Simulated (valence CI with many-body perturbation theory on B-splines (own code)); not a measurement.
Sn¹⁸⁺: fill in the table

Method: configuration interaction combined with many-body perturbation theory (CI+MBPT): four valence electrons over a frozen Dirac-Fock core [Ar] 3d10, radial functions for each j: 11 s, 11 p, 9 d, 7 f, 5 g, 2 h, 1 i, with the one-electron correlation potential Σ1 (screened to all orders), the two-electron term Σ2, the three-electron term Σ3, Breit, model QED; selected single and double excitations, second order for the rest (own B-spline code, finite nucleus).

No measured spectrum was set against this ion. As an estimate, levels hold to about 250 cm⁻¹ or 0.2 % of their energy and the worst to 1 %, as in measured heavy ions of charge 2 to 7; those with d or f electrons hold less well.

```csv
Level,E (cm⁻¹)
(4s^2 4p1/2^2) J=0,0
(4s^2 4p1/2 4p3/2) J=1,67700
(4s^2 4p1/2 4p3/2) J=2,?
(4s^2 4p3/2^2) J=2,165200
(4s^2 4p3/2^2) J=0,?
(4s 4p1/2^2 4p3/2) J=2,387220
(4s 4p1/2^2 4p3/2) J=1,452410
(4s 4p1/2 4p3/2^2) J=2 [a],?
(4s 4p1/2 4p3/2^2) J=3,493670
(4s 4p1/2 4p3/2^2) J=0,529800
(4s 4p1/2 4p3/2^2) J=1 [a],?
(4s 4p1/2 4p3/2^2) J=2 [b],546360
(4s 4p1/2 4p3/2^2) J=1 [b],590150
(4s 4p3/2^3) J=2,609310
(4s^2 4p1/2 4d3/2) J=2,?
(4s 4p3/2^3) J=1,680480
(4s^2 4p1/2 4d5/2) J=3,?
(4s^2 4p1/2 4d5/2) J=2,714940
(4s^2 4p1/2 4d3/2) J=1,724380
(4s^2 4p3/2 4d5/2) J=4,751050
```

Levels are named by their leading jj configuration (3d3/2^4 stands for four electrons in 3d with j = 3/2), which in mixed levels can hold well under half, so a name can repeat and another be missing. Letters in brackets count levels of one name in rising energy.

(1) The levels stand in rising order. What does the calculation give for the missing energies?

Results:

(1) (4s^2 4p1/2 4p3/2) J=2 84280; (4s^2 4p3/2^2) J=0 206980; (4s 4p1/2 4p3/2^2) J=2 [a] 469630; (4s 4p1/2 4p3/2^2) J=1 [a] 539810; (4s^2 4p1/2 4d3/2) J=2 659290; (4s^2 4p1/2 4d5/2) J=3 691360.
